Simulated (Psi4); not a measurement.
Noncovalent pair: CH3F (SMILES CF) (first 5 atoms) with H2Se (SMILES [SeH2]); geometry from B3LYP-D3(BJ)/def2-TZVP.
(charge 0, multiplicity 1):
```xyz
8

C     -0.244    -0.095    -0.400
F      0.253    -1.222     0.253
H      0.493     0.234    -1.133
H     -1.176    -0.365    -0.896
H     -0.420     0.684     0.342
Se    -0.265    -0.391     3.379
H      0.299     0.284     4.558
H      1.071    -0.664     2.835
```

The numbers are results of Psi4 with SAPT0/aug-cc-pVDZ, not measurements.

### Question
Give the four SAPT terms and the total, and say what mostly holds the pair together.

### Answer
electrostatics -108.0, exchange 117.5, induction -19.3, dispersion -78.1, total -88.0 meV; the largest attraction is electrostatics.
